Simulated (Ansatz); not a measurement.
B₆As₆⁻, a cluster cut from wurtzite BAs (bare). The state is a doublet with charge -1. Geometry PBE-D4/def2-SVP, that of the neutral singlet; atoms count from 1.

Cartesian coordinates in Å:
```
B -0.678 1.540 -0.173
As 1.150 2.387 -0.092
As 0.510 -0.949 2.512
B 0.820 0.449 0.668
B 0.519 0.892 -1.310
As 2.287 -0.927 0.789
As -2.533 0.783 0.046
B -0.844 -0.276 0.729
B -1.089 0.193 -1.250
As 0.232 -0.747 -2.463
As -0.825 -2.282 0.909
B 0.450 -1.064 -0.365
```

Single mean-field runs in def2-TZVP are fitted with def2-universal-jkfit.

(1) Estimate the Mulliken populations from the PBE0/def2-TZVP orbitals of Ansatz.

(2) Where does the spin sit?

(3) And the Mayer bond orders between heavy atoms (over 0.3)?

Results:

(1) 
| atom | charge (e) | spin (α − β) |
| --- | --- | --- |
| B1 | -0.11 | 0.04 |
| As2 | -0.04 | 0.00 |
| As3 | -0.22 | 0.54 |
| B4 | -0.08 | 0.04 |
| B5 | -0.12 | 0.10 |
| As6 | -0.13 | 0.03 |
| As7 | -0.04 | 0.00 |
| B8 | -0.07 | 0.06 |
| B9 | -0.12 | 0.15 |
| As10 | -0.10 | 0.04 |
| As11 | -0.12 | 0.00 |
| B12 | 0.15 | 0.01 |
Mulliken values depend strongly on the basis.

(2) Summed by element: B 0.39, As 0.61, of 1 unpaired in all. Largest on single atoms: As3 0.54, B9 0.15, B5 0.10.

(3) B1–As2 0.98 (2.02 Å); B1–B4 0.37 (2.03 Å); B1–B5 0.53 (1.77 Å); B1–As7 0.99 (2.02 Å); B1–B8 0.37 (2.03 Å); B1–B9 0.53 (1.77 Å); As2–B4 0.74 (2.11 Å); As2–B5 0.99 (2.03 Å); As3–As6 1.00 (2.47 Å); As3–As11 0.99 (2.48 Å); B4–As6 0.82 (2.02 Å); B4–B8 0.84 (1.82 Å); B4–B12 0.47 (1.87 Å); B5–B9 0.62 (1.75 Å); B5–As10 1.00 (2.02 Å); As6–B12 0.70 (2.17 Å); As7–B8 0.74 (2.11 Å); As7–B9 0.98 (2.03 Å); B8–As11 0.82 (2.01 Å); B8–B12 0.47 (1.87 Å); B9–As10 1.00 (2.02 Å); As10–B12 0.78 (2.13 Å); As11–B12 0.70 (2.18 Å).
